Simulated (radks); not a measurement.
Problem. The mean radii <r> (bohr) of the occupied orbitals of an atom or ion are listed with their occupations. Calculated with a radial shooting solver on a logarithmic mesh with Libxc functionals: scalar-relativistic Kohn-Sham, BLYP, spin-unpolarised, spherical densities, point nucleus.

orbital  occ.      <r>
1s          2  0.03915
2s          2   0.1697
2p          5   0.1475
3s          2   0.4321
3p          6   0.4220
4p          1   0.8656

Name the element and its charge.

Solution. Z = 38, strontium, charge +20: Sr20+ in [He] 2s2 2p5 3s2 3p6 4p1. The 1s radius gives Z: for a bare nucleus <r> = (2 gamma + 1)/(2Z) with gamma = sqrt(1 - (Z/c)^2), 0.03844 bohr for Z = 38, and screening makes it slightly larger (0.03915 here). The occupations add up to 18, and the charge is Z minus that.
